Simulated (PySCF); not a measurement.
In(H)2(Br), SMILES [Br][InH2] (H2BrIn), PBE0/def2-SVP optimised geometry.

```
4

In    -0.26     0.53     0.00
H     -1.45     1.77     0.00
H      1.45     0.53     0.00
Br    -1.25    -1.77     0.00
```

Density from PBE0/def2-TZVP, def2 effective core potentials past Kr (PySCF) at that geometry. The core electrons that the potentials of In replace are not part of the density.

Minimum of the electron density along straight lines between bonded atoms, close to the bond critical point (lines longer than 1.1 times the sum of covalent radii, or with two minima, are not listed):

```json
[
 {"bond": "In1–H2", "length / Å": "1.715", "ρ at the minimum / e bohr⁻³": "0.108", "∇²ρ there / e bohr⁻⁵": "0.09", "position (fraction from the first atom)": "0.64"},
 {"bond": "In1–H3", "length / Å": "1.715", "ρ at the minimum / e bohr⁻³": "0.108", "∇²ρ there / e bohr⁻⁵": "0.09", "position (fraction from the first atom)": "0.64"},
 {"bond": "In1–Br4", "length / Å": "2.504", "ρ at the minimum / e bohr⁻³": "(withheld)", "∇²ρ there / e bohr⁻⁵": "(withheld)", "position (fraction from the first atom)": "0.47"}
]
```

### Question
Some entries are withheld; supply them.

### Answer

- In1–Br4, ρ at the minimum / e bohr⁻³: 0.071
- In1–Br4, ∇²ρ there / e bohr⁻⁵: 0.14
